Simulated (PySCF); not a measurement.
# Two-component Hartree-Fock for Sr (strontium, neutral)

Start: [Kr] 4d1 5s1; 4d5/2 filled at m_j = +5/2; 5s1/2 filled at m_j = +1/2. Calculated with PySCF 2.14 in x2c-TZVPall-2c (8s9p7d1f, 77 functions): generalised Hartree-Fock with the X2C-1e Hamiltonian and a Gaussian nucleus; one run each with spin-orbit coupling (SO) switched off, then screened by Boettger's factors. This is a chosen level, not necessarily the ground level.

```csv
spinor shell,electrons,"ε, spin-free (eV)","ε, screened SO (eV)",weight of nominal j (screened SO),"rms radius, screened SO (bohr)"
1s1/2,2,-16196.5,-16195.8,1.000,0.0451
2s1/2,2,-2260.2,-2260.1,1.000,0.187
2p1/2,2,-2002.5,-2049.6,1.000,0.164
2p3/2,4,-2002.5,-1980.1,1.000,0.167
3s1/2,2,-378.44,-378.42,1.000,0.524
3p1/2,2,-292.67,-300.26,1.000,0.528
3p3/2,4,-292.67,-289.09,1.000,0.539
3d3/2,4,-150.82,-151.95,1.000,0.545
3d5/2,6,-150.82,-150.06,1.000,0.548
4s1/2,2,-51.688,-51.699,1.000,1.46
4p1/2,2,-28.685,-29.463,0.970,1.67
5s1/2,1,-5.123,-5.130,1.000,4.94
4d5/2,1,-3.149,-3.142,1.000,4.42
```

Q: Where does 4p3/2 lie, and what is the 4p spin-orbit splitting (screened SO)?

A: At -28.340 eV, 1.122 eV above 4p1/2.

```tsv
quantity	spin-free	screened SO
E (hartree)	-3177.12258	-3177.37095
M_J	3	3
⟨J²⟩	12.004	12.004
⟨L²⟩	6.003	6.009
⟨S²⟩	2.002	2.008
```

Each row is a mean over spinors that exchange with the open shell spreads, by up to 1.237 eV (4p3/2).

Breit and QED terms are absent; they matter most for the inner s and p1/2 levels.

Densities and radii are taken from the X2C orbitals without a picture-change correction, which distorts them close to the nucleus.

Without spin-orbit coupling the j labels of p, d and f shells carry no meaning; the spin-free column gives the mean over the occupied spinors of each nl shell.
